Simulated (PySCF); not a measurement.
CH3BF2O, SMILES COB(F)F. Atoms are numbered in the order given.

```xyz
8

B     -0.0583     0.0360     0.5299
F     -0.4859    -0.4454     1.6857
F      0.5708     1.2092     0.5363
O     -0.2696    -0.6631    -0.5923
C      0.1518    -0.2286    -1.8743
H      0.8436    -0.9732    -2.2974
H     -0.7260    -0.1534    -2.5344
H      0.6560     0.7489    -1.8308
```

Coordinates come from a B3LYP-D3(BJ)/def2-SVP optimisation. The values are those of a single conformer.

The numbers are results of B3LYP/pcSseg-1 (PySCF), not measurements.

GIAO shieldings, no solvent; atoms listed in one row are averaged. δ = σ(ref) − σ: ¹¹B against BF3 (σ = 86.3 ppm); ¹⁹F against CFCl3 (σ = 161.7 ppm); ¹⁷O against H2O (σ = 333.8 ppm); ¹³C against TMS (σ = 181.3 ppm); ¹H against TMS (σ = 31.68 ppm), references at their B3LYP-D3(BJ)/def2-TZVP geometries, non-relativistic.

Computed chemical shifts:
| nucleus | atoms | count | δ (ppm) |
|---|---|---|---|
| ¹¹B | B1 | 1 | 2.1 |
| ¹⁹F | F2 | 1 | -142.7 |
| ¹⁹F | F3 | 1 | -147.0 |
| ¹⁷O | O4 | 1 | 77.2 |
| ¹³C | C5 | 1 | 56.8 |
| ¹H | H6, H7, H8 | 3 | 4.15 |
